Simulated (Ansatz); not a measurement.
**A ladder of methods for SiF3 (trifluorosilyl)**

SiF3: 4 atoms, total charge 0, spin state doublet. As SMILES, `F[Si](F)F`. Geometry: relaxed at PBE0-D4/def2-TZVP.

```xyz
4

F     0.7849   -0.5070    1.1517
Si   -0.2828    0.2131    0.2343
F    -0.9943   -0.8922   -0.6443
F     0.4922    1.1862   -0.7416
```

Quantity: the energy change with the F1–Si2 bond stretched from 1.581 to 1.976 Å, in eV. The values are calculated.

| level | kind | program | value (eV) |
| --- | --- | --- | --- |
| USVWN5/STO-3G | LDA | Ansatz | 0.85 |
| UPBE/STO-3G | GGA | Ansatz | 0.63 |
| U-wB97X/STO-3G | range-separated hybrid | Ansatz | 1.00 |
| UCAM-B3LYP/STO-3G | range-separated hybrid | Ansatz | ? |
| UHSE06/STO-3G | range-separated hybrid | Ansatz | ? |
| UB2PLYP/STO-3G | double hybrid | Ansatz | 1.01 |
| UMP2/STO-3G | perturbation theory | Ansatz | 1.30 |
| UCCSDT(Q)/STO-3G | coupled cluster or CI | Ansatz | 0.84 |
| FCI/STO-3G | exact in the basis | Ansatz | 0.85 |

Question: Estimate what the levels marked ? give.

Answer: As computed at these levels: UCAM-B3LYP/STO-3G: 1.02 eV; UHSE06/STO-3G: 0.92 eV. The first shape isn't each level's own minimum. The values span 0.63 to 1.30 eV. Spin contamination of the reference (⟨S²⟩ at least 0.1 too high) touches UMP2/STO-3G, UCCSDT(Q)/STO-3G. All rows use very small basis sets, so even the best lies far from the true value.
